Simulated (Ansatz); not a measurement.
Consider the formal exchange of groups at the Si–C bond: `C=N[SiH](C)F` + `CCl` → `C=N[SiH](F)CCl` + CH₄.

Computed with Ansatz on PBE0-D4/def2-TZVP structures; ΔE is electronic, products minus reactants. CBS: MP2 limit from def2 TZ/QZ plus the TZ coupled-cluster correction, frozen cores. This one scheme is used for every species. Functionals use def2-TZVPP. Each species was taken in one conformer, which may not be the lowest.

Q: Is it downhill or uphill in electronic energy at CCSD(T)/CBS, and by how much? (An estimate is asked.)

A: Ansatz gave: Uphill: ΔE = +7.4 kJ/mol.

Q: What do these levels give: PBE-D4, r2SCAN-D4, PBE0-D4, ωB97X-V, PBE0, MP2/def2-TZVPP, SCS-MP2/def2-TZVPP, CCSD/def2-TZVPP, CCSD(T)/def2-TZVPP, SCS-MP2/def2-QZVPP, HF/CBS(def2), MP2/CBS(def2)? (An estimate is asked.)

A: Computed: PBE-D4 6.7, r2SCAN-D4 7.4, PBE0-D4 8.2, ωB97X-V 8.3, PBE0 10.6, MP2/def2-TZVPP 6.8, SCS-MP2/def2-TZVPP 7.6, CCSD/def2-TZVPP 8.6, CCSD(T)/def2-TZVPP 7.3, SCS-MP2/def2-QZVPP 7.8, HF/CBS(def2) 12.8, MP2/CBS(def2) 6.9 kJ/mol.

Largest T1 diagnostic among the species: 0.012.

The D4 term adds −4.0 kJ/mol with B3LYP and −2.3 kJ/mol with PBE0; it sums over pairs of atoms, weighted by their polarisabilities, and B3LYP, whose exchange is more repulsive, gets the larger term. In def2-TZVPP, CCSD(T) changes the Hartree–Fock value by −5.1 kJ/mol (the triples alone add −1.3 kJ/mol) and MP2 by −5.6 kJ/mol.

B3LYP here is the variant with VWN-RPA as its local correlation; programs differ in this.
